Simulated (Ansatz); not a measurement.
`OB([SiH3])O[SiH3]` + H₂O → `OB(O)[SiH3]` + `O[SiH3]`  (formal hydrolysis of a B–O bond)

Computed with Ansatz on PBE0-D4/def2-TZVP structures; ΔE is electronic, products minus reactants. CCSD(T)/CBS is the MP2 limit (def2-TZVPP, def2-QZVPP) plus CCSD(T) − MP2 in def2-TZVPP, frozen cores. This one scheme is used for every species. Each species was taken in one conformer, which may not be the lowest.

```json
{"species": "`OB([SiH3])O[SiH3]`", "SCS-MP2/def2-TZVPP energy (Eh)": "-757.42077"}
{"species": "H₂O", "SCS-MP2/def2-TZVPP energy (Eh)": "-76.32077"}
{"species": "`OB(O)[SiH3]`", "SCS-MP2/def2-TZVPP energy (Eh)": "-467.14283"}
{"species": "`O[SiH3]`", "SCS-MP2/def2-TZVPP energy (Eh)": "-366.59311"}
```

Question: Work out ΔE.

Answer: ΔE = (-467.14283) + (-366.59311) − (-757.42077) − (-76.32077) = 0.00560 Eh = +14.7 kJ/mol. CCSD(T)/CBS gives +18.3 kJ/mol.

Largest T1 diagnostic among the species: 0.014.

In def2-TZVPP, CCSD(T) changes the Hartree–Fock value by +5.7 kJ/mol (the triples alone add +0.8 kJ/mol) and MP2 by +5.7 kJ/mol. The D4 term adds +9.1 kJ/mol with B3LYP and +5.3 kJ/mol with PBE0; it sums over pairs of atoms, weighted by their polarisabilities, and B3LYP, whose exchange is more repulsive, gets the larger term.

B3LYP here is the variant with VWN-RPA as its local correlation; programs differ in this.
